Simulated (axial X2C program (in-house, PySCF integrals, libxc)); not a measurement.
Ionising MnTe

Computed with an in-house relativistic program for diatomic molecules, spin-free (one-electron X2C) or two-component (2c: spin–orbit coupling with atomic mean-field Coulomb and Gaunt terms, which also bring small scalar terms), in Dyall basis sets with cores contracted in-house; open shells are unrestricted.

Basis sets: Mn dyall-cv3z, Te dyall-cv3z.

```json
{"Hamiltonian": "spin-free", "level": "PBEsol", "MnTe state": "M_S = 5/2, Λ = 0", "Re (Å)": "2.357", "ωe (cm⁻¹)": "315.7", "De (eV)": "3.29"}
{"Hamiltonian": "spin-free", "level": "PBE0", "MnTe state": "M_S = 5/2, Λ = 0", "Re (Å)": "2.400", "ωe (cm⁻¹)": "298.4", "De (eV)": "2.28"}
{"Hamiltonian": "2c", "level": "PBEsol", "MnTe state": "Ω = 5/2", "Re (Å)": "2.363", "ωe (cm⁻¹)": "309.4", "De (eV)": "3.04"}
```

Adiabatic ionisation energy (minimum to minimum, no zero-point term) and constants of MnTe⁺:

| Hamiltonian | level | MnTe⁺ state | IE (eV) | Re (Å) | ωe (cm⁻¹) | De (eV) | fragments |
| --- | --- | --- | --- | --- | --- | --- | --- |
| spin-free | PBEsol | M_S = 2, Λ = 1 | 7.74 | 2.404 | 274.1 | 2.73 | Te + Mn+ |
| spin-free | PBE0 | M_S = 2, Λ = 1 | 7.50 | 2.494 | 253.1 | 1.87 | Te + Mn+ |
| 2c | PBEsol | Ω = 1 | 7.51 | 2.414 | 269.9 | 2.71 | Te + Mn+ |

(1) Add the zero-point terms to the ionisation energy at PBEsol, 2c, and say whether the electron removed was bonding.

(2) Close the cycle De(MnTe⁺) + IE(MnTe) = De(MnTe) + IE(Mn) to find the atomic ionisation energy at PBEsol, 2c.

Each entry is the lowest single determinant of a limited PBE0 search at one distance. De goes to single-determinant-based atoms at the same level (for ions the charge split of lowest energy) and is withheld (n/a) where an atom does not fit its ground term or J level. Main or longest-lived isotopes. One determinant is a doubtful description, or other states lie close, for MnTe, MnTe⁺; these need not be ground states, and all values refer to the states named. Some open-shell Ω = 0 determinants are out of reach, so the Ω given for MnTe⁺ need not be the lowest component. With several unpaired electrons the Ω given is that of one determinant, not necessarily of the lowest component. The functionals have no current term, which raises determinants with orbital currents.

Results:

(1) IE0 = IE + (ωe⁺ − ωe)/2 = 7.51 + (-0.002) = 7.51 eV. Re changes by 0.051 Å, so the bond lengthens, as on loss of a bonding electron.

(2) IE(Mn) = 2.71 + 7.51 − 3.04 = 7.18 eV, for the determinants used.
